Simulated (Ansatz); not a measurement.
The same atomization along the group B, Al, Ga.

Isolated molecules relaxed with PBE0-D4/def2-TZVP in Ansatz; ΔE leaves out vibrations. CCSD(T)/CBS adds triple-zeta CCSD(T) − MP2 to the extrapolated MP2 energy (def2 sets, frozen cores). Small cases extrapolate CCSD(T) itself. No spin–orbit coupling; open shells (•) take unrestricted orbitals. Spin–orbit coupling would lower the free atoms: a little for Al, B, C, Cl; clearly for Ga. Bonds to Ga are less sure, by a few kJ/mol each and by 10 to 20 or more in all where they break to atoms, as the def2 sets lack core-valence functions. Scalar relativity is left out up to krypton.

Order these by ΔE at CCSD(T)/CBS, lowest first. (Estimate.)
A. `N#CBCl` → B• + C• + Cl• + H• + N•
B. `N#[C][AlH][Cl]` → Al• + C• + Cl• + H• + N•
C. `N#[C][GaH][Cl]` → Ga• + C• + Cl• + H• + N•

C (+1806.5 kJ/mol), B (+1936.3 kJ/mol), A (+2111.6 kJ/mol).

Largest T1 diagnostic: 0.018, for Al•.

Extrapolated directly: `N#[C][AlH][Cl]` → Al• + C• + Cl• + H• + N•.

For atomizations the MP2-based limit and the directly extrapolated one differ by several kJ/mol either way, and by 10 to 25 for some Ge, Se and Sn compounds, so smaller differences from it don't rank the levels.
